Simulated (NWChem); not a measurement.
System: CH9NSi2; SMILES NC[SiH2][SiH3]

Here is an NWChem input.

```
start job
memory heap 200 mb stack 900 mb global 1100 mb
geometry units angstroms noautosym nocenter noautoz
  N      0.071503     2.722719    -0.029231
  C      0.671598     1.401656     0.025345
  Si    -0.677994     0.065030     0.066942
  Si     0.252244    -2.091893    -0.032244
  H     -0.409191     2.863780    -0.915243
  H      0.779908     3.451430     0.034535
  H      1.234221     1.297552     0.969857
  H      1.397242     1.165005    -0.784030
  H     -1.582131     0.247338    -1.115791
  H     -1.507013     0.198421     1.304275
  H      1.174406    -2.322976     1.124528
  H      1.038199    -2.270231    -1.294166
  H     -0.819923    -3.134569     0.005476
end
basis spherical
  N library 6-31+g*
  C library 6-31+g*
  Si library 6-31+g*
  H library 6-31+g*
end
dft
  xc pbe0
  iterations 150
end
property
  response 1 0.0428
end
task dft property
```

NWChem printed, in part:

```
             Northwest Computational Chemistry Package (NWChem) 7.3.0
             --------------------------------------------------------

                             Geometry "geometry" -> ""
                             -------------------------

 Output coordinates in angstroms (scale by  1.889725989 to convert to a.u.)

  No.       Tag          Charge          X              Y              Z
 ---- ---------------- ---------- -------------- -------------- --------------
    1 N                    7.0000     0.07150300     2.72271900    -0.02923100
    2 C                    6.0000     0.67159800     1.40165600     0.02534500
    3 Si                  14.0000    -0.67799400     0.06503000     0.06694200
    4 Si                  14.0000     0.25224400    -2.09189300    -0.03224400
    5 H                    1.0000    -0.40919100     2.86378000    -0.91524300
    6 H                    1.0000     0.77990800     3.45143000     0.03453500
    7 H                    1.0000     1.23422100     1.29755200     0.96985700
    8 H                    1.0000     1.39724200     1.16500500    -0.78403000
    9 H                    1.0000    -1.58213100     0.24733800    -1.11579100
   10 H                    1.0000    -1.50701300     0.19842100     1.30427500
   11 H                    1.0000     1.17440600    -2.32297600     1.12452800
   12 H                    1.0000     1.03819900    -2.27023100    -1.29416600
   13 H                    1.0000    -0.81992300    -3.13456900     0.00547600

 Effective nuclear repulsion energy (a.u.)     212.8680975663

                              NWChem Property Module
                              ----------------------

                                 NWChem DFT Module
                                 -----------------

 Summary of "ao basis" -> "ao basis" (spherical)
 ------------------------------------------------------------------------------
       Tag                 Description            Shells   Functions and Types
 ---------------- ------------------------------  ------  ---------------------
 N                          6-31+g*                  8       18   4s3p1d
 C                          6-31+g*                  8       18   4s3p1d
 Si                         6-31+g*                 10       22   5s4p1d
 H                          6-31+g*                  2        2   2s

            General Information
            -------------------
          SCF calculation type: DFT
          Wavefunction type:  closed shell.
          No. of atoms     :    13
          No. of electrons :    50
           Alpha electrons :    25
            Beta electrons :    25
          Charge           :     0
          Spin multiplicity:     1
          Use of symmetry is: off; symmetry adaption is: off
          Maximum number of iterations: 150
          AO basis - number of functions:    98
                     number of shells:    54
          Convergence on energy requested:  1.00D-06
          Convergence on density requested:  1.00D-05
          Convergence on gradient requested:  5.00D-04

              XC Information
              --------------
                         PBE0 Method XC Functional
                     Hartree-Fock (Exact) Exchange  0.250
          PerdewBurkeErnzerhof Exchange Functional  0.750
            Perdew 1991 LDA Correlation Functional  1.000 local
           PerdewBurkeErnz. Correlation Functional  1.000 non-local

             Grid Information
             ----------------
          Grid used for XC integration:  medium
          Radial quadrature: Mura-Knowles
          Angular quadrature: Lebedev.
          Tag              B.-S. Rad. Rad. Pts. Rad. Cut. Ang. Pts.
          ---              ---------- --------- --------- ---------
          N                   0.65       49          15.0       434
          C                   0.70       49          14.0       434
          Si                  1.10       88          14.0       590
          H                   0.35       45          15.0       434
          Grid pruning is: on
          Number of quadrature shells:   679
          Spatial weights used:  Erf1

      Superposition of Atomic Density Guess
      -------------------------------------

 Sum of atomic energies:        -674.07878298

      Non-variational initial energy
      ------------------------------

 Total energy =    -675.980505
 1-e energy   =   -1352.799873
 2-e energy   =     463.951271
 HOMO         =      -0.298688
 LUMO         =       0.029100

   convergence    iter        energy       DeltaE   RMS-Dens  Diis-err
 ---------------- ----- ----------------- --------- --------- ---------
 d= 0,ls=0.0,diis     1   -676.7958921836 -8.90D+02  1.07D-02  3.20D-01
 d= 0,ls=0.0,diis     2   -676.8194447851 -2.36D-02  5.77D-03  1.52D-01
 d= 0,ls=0.0,diis     3   -676.8335847390 -1.41D-02  1.25D-03  3.67D-02
 d= 0,ls=0.0,diis     4   -676.8375844945 -4.00D-03  3.34D-04  4.33D-04
 d= 0,ls=0.0,diis     5   -676.8376501949 -6.57D-05  6.02D-05  1.84D-05
  Resetting Diis
 d= 0,ls=0.0,diis     6   -676.8376531657 -2.97D-06  1.83D-05  2.27D-06
 d= 0,ls=0.0,diis     7   -676.8376534606 -2.95D-07  8.10D-06  2.08D-07

         Total DFT energy =     -676.837653460612
      One electron energy =    -1357.236542153068
           Coulomb energy =      524.679948927391
    Exchange-Corr. energy =      -57.149157801186
 Nuclear repulsion energy =      212.868097566251

 Numeric. integr. density =       49.999984013953

                       DFT Final Molecular Orbital Analysis
                       ------------------------------------

 Vector   23  Occ=2.000000D+00  E=-3.323203D-01
              MO Center= -8.7D-02,  6.3D-01, -8.1D-02, r^2= 4.2D+00
   Bfn.  Coefficient  Atom+Function         Bfn.  Coefficient  Atom+Function
  ----- ------------  ---------------      ----- ------------  ---------------
    43      0.306921   3 Si px               21     -0.256937   2 C  px
    90     -0.215804   9 H  s                22     -0.211681   2 C  py
    89     -0.169142   9 H  s                25     -0.158648   2 C  px
    50     -0.157989   3 Si s                28      0.146386   2 C  s
     5      0.143406   1 N  pz               85     -0.137621   7 H  s

 Vector   24  Occ=2.000000D+00  E=-3.001661D-01
              MO Center= -1.7D-01, -7.8D-01,  4.1D-02, r^2= 3.9D+00
   Bfn.  Coefficient  Atom+Function         Bfn.  Coefficient  Atom+Function
  ----- ------------  ---------------      ----- ------------  ---------------
    66     -0.370915   4 Si py               44      0.355475   3 Si py
    28      0.234451   2 C  s                10     -0.169208   1 N  s
    43     -0.168545   3 Si px               65      0.162308   4 Si px
    62      0.146878   4 Si py               40     -0.141587   3 Si py
    92      0.125725  10 H  s                50     -0.122931   3 Si s

 Vector   25  Occ=2.000000D+00  E=-2.552794D-01
              MO Center=  1.2D-01,  2.3D+00,  2.4D-02, r^2= 2.3D+00
   Bfn.  Coefficient  Atom+Function         Bfn.  Coefficient  Atom+Function
  ----- ------------  ---------------      ----- ------------  ---------------
     5      0.375443   1 N  pz                3     -0.335479   1 N  px
     9      0.306424   1 N  pz                7     -0.267220   1 N  px
     6      0.218271   1 N  s                88      0.218668   8 H  s
    10     -0.184960   1 N  s                21      0.162968   2 C  px
    28      0.154056   2 C  s                87      0.151270   8 H  s

 Vector   26  Occ=0.000000D+00  E=-2.997234D-03
              MO Center=  4.9D-01,  1.2D+00, -3.4D-01, r^2= 1.1D+01
   Bfn.  Coefficient  Atom+Function         Bfn.  Coefficient  Atom+Function
  ----- ------------  ---------------      ----- ------------  ---------------
    50      2.569607   3 Si s                28     -1.747378   2 C  s
    30      1.041878   2 C  py               10     -0.864285   1 N  s
    51      0.867791   3 Si px               52      0.827444   3 Si py
    29      0.621979   2 C  px               48      0.541096   3 Si py
    24     -0.421019   2 C  s                47      0.394356   3 Si px

 Vector   27  Occ=0.000000D+00  E= 8.851442D-03
              MO Center=  4.1D-01, -1.4D+00, -4.7D-02, r^2= 1.3D+01
   Bfn.  Coefficient  Atom+Function         Bfn.  Coefficient  Atom+Function
  ----- ------------  ---------------      ----- ------------  ---------------
    50      2.214485   3 Si s                28     -1.859821   2 C  s
    68     -1.432489   4 Si s                10      1.131762   1 N  s
    74     -0.703577   4 Si py               51      0.545672   3 Si px
    29      0.477099   2 C  px               30     -0.390333   2 C  py
    12     -0.343853   1 N  py               52     -0.331993   3 Si py

[...]

 DFT Linear Response polarizability / au
 Frequency  =       0.0428000 / au
 Wavelength =    1064.5643224 / nm
              X              Y              Z
 -----------------------------------------------
 X      71.3546797     -3.2293666     -0.7703538
 Y      -3.2293837     92.7639777      0.2219645
 Z      -0.7703341      0.2219318     65.6614952
 -----------------------------------------------
 Eigenvalues =      70.9782251     93.2444883     65.5574393
 Isotropic   =      76.5933842
 Anisotropic =      25.4140127
 -----------------------------------------------

 Magnetic Dipole Response Matrix (nonzero elements):
```

Level: PBE0/6-31+G* (spherical d). Geometry: optimised at PBE0/def2-SVP. Not confirmed as a minimum by frequencies.
